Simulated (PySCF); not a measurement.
# Spin-rotation constants: `C=C(Br)[C+](CSC)OC`, [C₆H₁₀BrOS]+, charge +1

Molfile (atoms numbered from 1):
```
C6H10BrOS
     RDKit          3D

 19 18  0  0  0  0  0  0  0  0999 V2000
   -0.4447    2.3808    0.6638 C   0  0  0  0  0  0  0  0  0  0  0  0
   -0.1388    1.5081   -0.2968 C   0  0  0  0  0  0  0  0  0  0  0  0
    0.8385    2.0713   -1.8523 Br  0  0  0  0  0  0  0  0  0  0  0  0
   -0.5737    0.1048   -0.2615 C   0  0  0  0  0  0  0  0  0  0  0  0
    0.0854   -0.9376   -1.0590 C   0  0  0  0  0  0  0  0  0  0  0  0
    1.1001   -1.2160    0.4568 S   0  0  0  0  0  0  0  0  0  0  0  0
    2.6025   -0.2649    0.1513 C   0  0  0  0  0  0  0  0  0  0  0  0
   -1.6340   -0.0809    0.4685 O   0  0  0  0  0  0  0  0  0  0  0  0
   -2.2693   -1.3509    0.5764 C   0  0  0  0  0  0  0  0  0  0  0  0
   -0.1559    3.4158    0.5984 H   0  0  0  0  0  0  0  0  0  0  0  0
   -0.9909    2.0718    1.5394 H   0  0  0  0  0  0  0  0  0  0  0  0
   -0.5015   -1.8181   -1.2976 H   0  0  0  0  0  0  0  0  0  0  0  0
    0.6821   -0.6034   -1.9008 H   0  0  0  0  0  0  0  0  0  0  0  0
    2.4435    0.7914    0.3445 H   0  0  0  0  0  0  0  0  0  0  0  0
    2.9509   -0.4331   -0.8627 H   0  0  0  0  0  0  0  0  0  0  0  0
    3.3332   -0.6516    0.8582 H   0  0  0  0  0  0  0  0  0  0  0  0
   -1.5841   -2.0922    0.9935 H   0  0  0  0  0  0  0  0  0  0  0  0
   -3.1014   -1.1974    1.2611 H   0  0  0  0  0  0  0  0  0  0  0  0
   -2.6518   -1.6886   -0.3884 H   0  0  0  0  0  0  0  0  0  0  0  0
  1  2  2  0
  2  3  1  0
  2  4  1  0
  4  5  1  0
  5  6  1  0
  6  7  1  0
  4  8  1  0
  8  9  1  0
  1 10  1  0
  1 11  1  0
  5 12  1  0
  5 13  1  0
  7 14  1  0
  7 15  1  0
  7 16  1  0
  9 17  1  0
  9 18  1  0
  9 19  1  0
M  CHG  1   4   1
M  END
```

The calculation used GIAO HCTH407/cc-pVDZ magnetisability, rotational g tensor and spin-rotation constants, non-relativistic, gas phase in PySCF 2.14.0. Geometry: GFN2-xTB.

The calculation is non-relativistic, which matters for the atoms heavier than Zn. For an ion the centre-of-mass motion in the field is neglected.

Give the nuclear spin-rotation constants along the inertial axes (H = +C I·J) beside the isotropic shieldings.

Rotational constants 1.3341, 0.6964, 0.5546 GHz. A star marks the isotopologue with that one atom substituted, in its own axes.
```csv
atom,isotope,Caa (kHz),Cbb (kHz),Ccc (kHz),mean (kHz),σ (ppm)
Br3,79Br,1.478,1.635,1.394,1.502,1817.7
H10,1H,0.061,-0.084,-0.038,-0.020,24.3
H11,1H,0.035,-0.067,-0.039,-0.024,24.1
H12,1H,-0.075,-0.086,-0.021,-0.061,27.8
H13,1H,-0.050,-0.060,-0.049,-0.053,27.4
H14,1H,-0.098,-0.051,-0.044,-0.064,28.9
H15,1H,-0.134,-0.068,-0.022,-0.074,29.4
H16,1H,-0.137,-0.027,-0.049,-0.071,29.0
H17,1H,-0.101,-0.005,-0.072,-0.059,28.0
H18,1H,-0.106,-0.013,-0.052,-0.057,27.1
H19,1H,-0.158,-0.081,0.016,-0.074,27.7
C1,13C*,0.615,0.126,0.163,0.301,53.8
C2,13C*,0.576,0.154,0.148,0.293,57.2
C4,13C*,0.476,0.211,0.170,0.286,45.7
C5,13C*,0.196,0.096,0.101,0.131,156.0
S6,33S*,0.239,0.148,0.162,0.183,557.9
C7,13C*,0.155,0.094,0.079,0.110,172.0
O8,17O*,-0.323,-0.112,-0.085,-0.173,166.3
C9,13C*,0.181,0.151,0.106,0.146,137.8
```
For the geometry as given, no vibrational averaging.
